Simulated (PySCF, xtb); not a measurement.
Cl2FHOSn, SMILES [OH][Sn]([F])([Cl])[Cl]. The values are those of a single conformer.

Harmonic wavenumbers (cm⁻¹) from GFN2-xTB in xtb 6.7.1 at its own minimum, in rising order: 84, 91, 100, 119, 135, 161, 275, 357, 391, 468, 823, 3577.

Q: What does B3LYP-D3(BJ)/def2-SVP in PySCF give at its own minimum? (The exact figures need the calculation; the answer reports its results.)

A: 49, 105, 138, 149, 161, 171, 373, 403, 634, 647, 889, 3790. Paired by order, the mean absolute difference is 83 cm⁻¹ and the zero-point energies are 9.4 and 10.7 kcal/mol.
